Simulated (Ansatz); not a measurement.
Cl2H4OSi2 (`[SiH3]O[SiH](Cl)Cl`), relaxed with RKS PBE0-D4/def2-TZVP in the Gaussian-basis code of Ansatz from a PBE-D4/def2-SVP geometry. The force threshold is 0.005 eV/Å; the program also tests the step.

Total charge 0; spin multiplicity 1.

Start:

```xyz
9

Si   -0.244    1.526   -0.426
O     0.652    0.170    0.036
Si    0.461   -1.421    0.425
Cl   -0.786   -1.597    2.066
Cl   -0.402   -2.432   -1.160
H     0.710    2.680   -0.481
H    -1.324    1.790    0.584
H    -0.857    1.294   -1.778
H     1.790   -2.010    0.736
```

| step | energy (eV) | largest force (eV/Å) | largest move (Å) |
| --- | --- | --- | --- |
| 1 | -42903.2882 | 0.859 | 0.000 |
| 2 | -42903.3527 | 0.663 | 0.036 |
| 3 | -42903.3666 | 0.118 | 0.021 |
| 4 | -42903.3673 | 0.061 | 0.009 |
| 5 | -42903.3689 | 0.042 | 0.028 |
| 6 | -42903.3704 | 0.027 | 0.057 |
| 7 (rejected) | -42903.3702 | 0.047 | 0.022 |
| 8 | -42903.3706 | 0.002 | 0.011 |

End:

```xyz
9

Si   -0.246    1.519   -0.424
O     0.553    0.158    0.053
Si    0.443   -1.403    0.422
Cl   -0.748   -1.652    2.057
Cl   -0.376   -2.433   -1.135
H     0.748    2.615   -0.476
H    -1.312    1.839    0.557
H    -0.841    1.300   -1.764
H     1.778   -1.942    0.710
```

Run time 23 s (4 threads of a server CPU on a shared host); peak host memory 0.66 GiB.
